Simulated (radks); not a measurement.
Values are calculated unless marked as measured or tabulated.
Mean orbital radii <r> (bohr) of the copper ion Cu3+, [Ar] 3d8, at several levels of relativity; Dirac values are averaged over j with weights 2j + 1. Spin-unpolarised spherical Kohn-Sham, PBE, point nucleus unless stated (finite: rms radius 3.8823 fm), a radial shooting solver on a logarithmic mesh with Libxc functionals. A level marked "c x" has the speed of light scaled by that factor and shares open shells by 2j + 1; other Dirac levels either fill j = l - 1/2 first or share by 2j + 1.

| shell | non-rel. | scalar-rel., finite nucleus | Dirac, 2j+1 shares | Dirac, c x 1.25 | change of magnitude, last against first (%) |
|---|---|---|---|---|---|
| 1s | 0.05291 | 0.05213 | 0.05213 | 0.05241 | -0.93 |
| 2s | 0.2387 | 0.2352 | 0.2350 | 0.2363 | -0.99 |
| 2p | 0.2078 | 0.2064 | 0.2064 | 0.2069 | -0.45 |
| 3s | 0.7151 | 0.7053 | 0.7052 | 0.7088 | -0.88 |
| 3p | 0.7405 | 0.7364 | 0.7364 | 0.7379 | -0.36 |
| 3d | 0.8527 | 0.8563 | 0.8564 | 0.8550 | +0.28 |
